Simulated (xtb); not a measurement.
SiCl2FI, SMILES [Si](Cl)(Cl)(F)I. All values are semi-empirical tight-binding results from xtb (GFN2-xTB unless named), good for trends rather than for accurate numbers. The structure is a stationary point at GFN2-xTB. This is a generated structure with no PubChem entry under its InChIKey; it may be hypothetical.

Estimate the properties. (The exact figures need the calculation; the answer reports its results.)


```json
{
 "point_group_as_xtb_finds_it": "Cs",
 "orbital_gap": "5.86 eV",
 "zero_point_energy": "4.4 kcal/mol",
 "G − E(el) at 298.15 K (modified RRHO)": "-17.0 kcal/mol",
 "static polarisability (D4 model)": "93.7 bohr³",
 "solvation energy, GFN2-xTB/ALPB(water)": "-0.5 kcal/mol",
 "solvation energy, GFN2-xTB/ALPB(dmso)": "-6.5 kcal/mol"
}
```
